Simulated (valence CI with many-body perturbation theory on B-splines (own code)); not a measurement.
Energy levels of Sr⁷⁺

Computed by valence CI with perturbative core correlation (CI+MBPT): three valence electrons over a frozen Dirac-Fock core [Ar] 3d10, a basis of 11 s, 11 p, 10 d, 8 f, 5 g, 2 h functions for each j, with the one-electron correlation potential Σ1, the two-electron term Σ2, the three-electron term Σ3, Breit, model QED; selected CI, second order for the rest, scaled by the run's own slope (own B-spline code, finite nucleus).

Against 9 measured levels this calculation errs by 132 cm⁻¹ on average and by 214 at most. These come from a selection out of Sansonetti, J. Phys. Chem. Ref. Data 41, 013102 (2012). Levels without a partner in it may be off by more.

Levels 136 to 176 of 176, with energies above the lowest level, 4s²4p ²P°_1/2. "Leading %" is the weight of the configuration and term that name the level; weights of strongly mixed levels are sums over their largest components and can fall short. Lifetimes count E1, E2, E3, M1 and M2 decay at the calculated energies, and are blank where another channel may lead or the interval is too uncertain; long ones can be off by a factor of two.

```
No.  Configuration  Term    J  E (eV)  Leading %      g  Lifetime
136          4s4d²    ⁴P  5/2  88.997         98  1.599   16.5 ps
137          4s²6d    ²D  3/2  89.867         89  0.800    138 ps
138          4s²6d    ²D  5/2  89.901         86  1.200    105 ps
139         4s4p5d   ⁴F°  3/2  90.335         57  0.674    154 ps
140         4s4p5d   ⁴D°  5/2  90.498         48  1.257    165 ps
141         4s4p5d   ⁴D°  1/2  90.706         90  0.108    167 ps
142         4s4p4f    ²D  5/2  90.719         44  1.192   16.8 ps
143         4s4p5d   ⁴D°  3/2  90.747         51  1.100    167 ps
144         4s4p5d   ²D°  5/2  90.823         51  1.172    154 ps
145         4s4p5d   ⁴D°  7/2  90.909         49  1.328    164 ps
146         4s4p4f    ²D  3/2  91.104         44  0.800   15.9 ps
147         4s4p5d   ⁴F°  3/2  91.169         37  0.781    158 ps
148         4s4p5d   ²F°  5/2  91.389         32  1.136    165 ps
149         4s4p5d   ⁴F°  7/2  91.999         52  1.329    162 ps
150         4s4p5d   ²F°  5/2  92.153         26  1.228    161 ps
151         4s4p5d   ⁴F°  9/2  92.205         98  1.334    158 ps
152         4s4p5d   ⁴P°  5/2  92.414         37  1.262    168 ps
153         4s4p5d   ⁴P°  3/2  92.430         72  1.593    160 ps
154         4s4p5d   ⁴P°  1/2  92.599         93  2.538    160 ps
155          4s4d²    ²D  3/2  92.717         42  0.799   15.3 ps
156          4s4d²    ²D  5/2  92.790         45  1.200   15.5 ps
157         4s4p5d   ²F°  7/2  92.891         92  1.151    165 ps
158         4s4p5d   ²P°  3/2  92.946         72  1.318    161 ps
159          4s²7s    ²S  1/2  93.305         95  2.002   54.0 ps
160         4s4p5d   ²P°  1/2  93.338         92  0.691    163 ps
161          4p²5s    ⁴P  1/2  93.740         86  2.480   32.2 ps
162          4s4d²    ²G  9/2  94.101         50  1.111   12.4 ps
163          4s4d²    ²G  7/2  94.211         47  0.890   12.6 ps
164          4s4d²    ²S  1/2  94.478         84  1.951   16.1 ps
165          4p²5s    ⁴P  3/2  94.543         91  1.684   34.3 ps
166          4p²5s    ²D  5/2  94.817         46  1.386   33.4 ps
167          4s4d²    ²F  5/2  94.869         61  0.860   10.3 ps
168          4s4d²    ²F  7/2  95.002         63  1.141   10.6 ps
169          4s4d²    ²P  1/2  95.088         64  0.750   15.3 ps
170          4p²5s    ²D  3/2  95.118         54  0.997   24.7 ps
171          4s4d²    ²P  3/2  95.250         70  1.284   13.1 ps
172          4p²5s    ²P  1/2  95.298         68  0.829   13.5 ps
173          4s²7p   ²P°  1/2  95.468         96  0.667    171 ps
174          4s²7p   ²P°  3/2  95.617         96  1.334    170 ps
175          4s²6f   ²F°  5/2  95.720         86  0.857    322 ps
176          4s²6f   ²F°  7/2  95.745         86  1.143    328 ps
```

Names give the largest LS component (configuration and term), which can be under half, so a name can repeat, a term be missing and a line seem to break the LS rules; names also repeat where a configuration has a term twice.

Where two levels of one J and parity lie close, their mixing, g and order are uncertain.
